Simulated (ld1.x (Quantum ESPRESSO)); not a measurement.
**O (Z = 8): excitation energies, all-electron against PAW**

```json
{"Element": "O (Z = 8)", "Generator": "ld1.x (Quantum ESPRESSO) 7.5", "Type": "PAW", "Functional": "LDA (PZ)", "Relativity": "scalar-relativistic", "Frozen core": "[He]", "Valence charge": "6", "Reference configuration": "2s2 2p3 (charge +1)", "Partial waves": "2s (bound): rcut 0.60, rcutus 0.75 bohr; 2s channel at -2.55 Ry: rcut 0.60, rcutus 0.75 bohr; 2p (bound): rcut 0.80, rcutus 1.00 bohr; 2p channel at -1.4 Ry: rcut 0.80, rcutus 1.00 bohr", "Local potential": "all-electron potential smoothed inside 1.00 bohr (lloc = -2)", "Core correction": "a·sin(br)/r model core, default radius (ld1.x builds one for every PAW set, though the input has nlcc=.false.)", "Augmentation charge": "PSQ, radius 0.50 bohr"}
```

Energies are relative to the spin-unpolarised reference configuration 2s2 2p3; without spin polarisation the order of configurations can differ from experiment. Spin-polarised rows fill each open shell by Hund’s rule, majority spin first. The frozen-core shift is the all-electron ΔE with the core orbitals held at their reference shape minus the fully relaxed ΔE.

```csv
valence configuration,charge,ΔE all-electron (eV),error AE − PS (meV),frozen-core shift (meV)
2s2 2p4,0,-16.584,+1.5,+0.1
2s2 2p2,+2,33.708,-0.5,+0.7
2s2 2p1,+3,87.672,+2.6,+5.7
2s1 2p5,0,-1.999,+0.7,+0.5
2s1 2p4,+1,14.838,-0.7,+0.5
2s2 2p0,+4,164.627,+24,+24
2s2 2p3 (spin-polarised),+1,-4.011,-1.4,+4.8
```

Q: What are ΔE and the potential's error for 2s2 2p4 (spin-polarised)?

A: ΔE = -17.993 eV all-electron; the error (AE − PS) is +0.6 meV.

Q: What are ΔE and the potential's error for 2s2 2p3.5?

A: ΔE = -10.218 eV all-electron; the error (AE − PS) is +0.7 meV.

Levels in the configuration 2s2 2p3.5:

```tsv
level	all-electron (eV)	pseudo (eV)
2s	-31.156	-31.157
2p	-16.431	-16.432
```
